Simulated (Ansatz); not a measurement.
`[F][Ga]1[CH2]C[CH2]1` → 3 C• + F• + Ga• + 6 H•  (atomization)

Computed with Ansatz on PBE0-D4/def2-TZVP structures; ΔE is electronic, products minus reactants. CCSD(T)/CBS adds triple-zeta CCSD(T) − MP2 to the extrapolated MP2 energy (def2 sets, frozen cores). This one scheme is used for every species, atoms too. DFT in def2-TZVPP. B3LYP here is the variant with VWN-RPA as its local correlation; programs differ in this. Open shells (•) are unrestricted, without spin–orbit coupling. Spin–orbit coupling would lower the free atoms: a little for C, F; clearly for Ga. Bonds to Ga are less sure, by a few kJ/mol each and by 10 to 20 or more in all where they break to atoms, as the def2 sets lack core-valence functions. Scalar relativity is left out up to krypton.

(1) What is ΔE at CCSD(T)/CBS? (Best estimate.)

(2) What do these levels give: PBE-D4, PBE0-D4, B3LYP-D4, ωB97X-V, ωB97M-V, PBE, r2SCAN, MP2/def2-TZVPP, CCSD(T)/def2-TZVPP, MP2/def2-QZVPP, SCS-MP2/def2-QZVPP, MP2/CBS(def2)? (Best estimate.)

Largest T1 diagnostic among the species: 0.013.

Answers

(1) The calculation gave: +43.20 eV.

(2) Ansatz gave: PBE-D4 44.04, PBE0-D4 43.34, B3LYP-D4 42.86, ωB97X-V 43.20, ωB97M-V 43.11, PBE 43.82, r2SCAN 43.26, MP2/def2-TZVPP 43.18, CCSD(T)/def2-TZVPP 42.30, MP2/def2-QZVPP 43.71, SCS-MP2/def2-QZVPP 43.31, MP2/CBS(def2) 44.08 eV.

From PBE to PBE0 (25 % exact exchange), in def2-TZVPP and without D4, ΔE moves by −0.66 eV: exact exchange takes away binding that semilocal exchange gives to molecules. The D4 term adds +0.36 eV with B3LYP and +0.19 eV with PBE0; it sums over pairs of atoms, weighted by their polarisabilities, and B3LYP, whose exchange is more repulsive, gets the larger term. In def2-TZVPP, CCSD(T) changes the Hartree–Fock value by +10.58 eV (the triples alone add +0.66 eV) and MP2 by +11.46 eV; breaking electron pairs costs correlation energy, which Hartree–Fock lacks.

For atomizations the MP2-based limit and the directly extrapolated one differ by several kJ/mol either way, and by 10 to 25 for some Ge, Se and Sn compounds, so smaller differences from it don't rank the levels.
